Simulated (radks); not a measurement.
The nuclear charge of neutral palladium is varied continuously with 46 electrons held in [Kr] 4d10. Method: scalar-relativistic Kohn-Sham, PBE, spin-polarised, spherical densities, finite nucleus; Fermi nuclear charge, rms radius 4.5318 fm; computed with a radial shooting solver on a logarithmic mesh with Libxc functionals. By the Hellmann-Feynman theorem dE/dZ = E(electron-nucleus)/Z, the electronic potential at the nucleus (averaged over a nucleus of fixed radius). The scalar-relativistic energy here is not variational (the density holds large components alone), so the two differ by a part that grows with Z.

Z,E (hartree),E(electron-nucleus)/Z (hartree),HOMO,e(HOMO) (eV),<r> HOMO (bohr)
45.8,-4992.79639,-263.451,4d,-2.224,1.648
45.9,-5019.25480,-264.257,4d,-3.111,1.618
46,-5045.79436,-265.062,4d,-4.048,1.590
46.1,-5072.41500,-265.867,4d,-5.031,1.565
46.2,-5099.11665,-266.671,4d,-6.059,1.541
46.3,-5125.89925,-267.474,4d,-7.128,1.518
46.4,-5152.76275,-268.277,4d,-8.236,1.496
46.5,-5179.70711,-269.080,4d,-9.382,1.476
46.6,-5206.73229,-269.882,4d,-10.565,1.457
46.7,-5233.83827,-270.684,4d,-11.783,1.438
46.8,-5261.02502,-271.485,4d,-13.036,1.420
46.9,-5288.29252,-272.287,4d,-14.321,1.403
47,-5315.64075,-273.088,4d,-15.639,1.387

The central difference of E at Z = 46 is -265.801 hartree, to compare with the third column; the second derivative is -8.11 hartree.
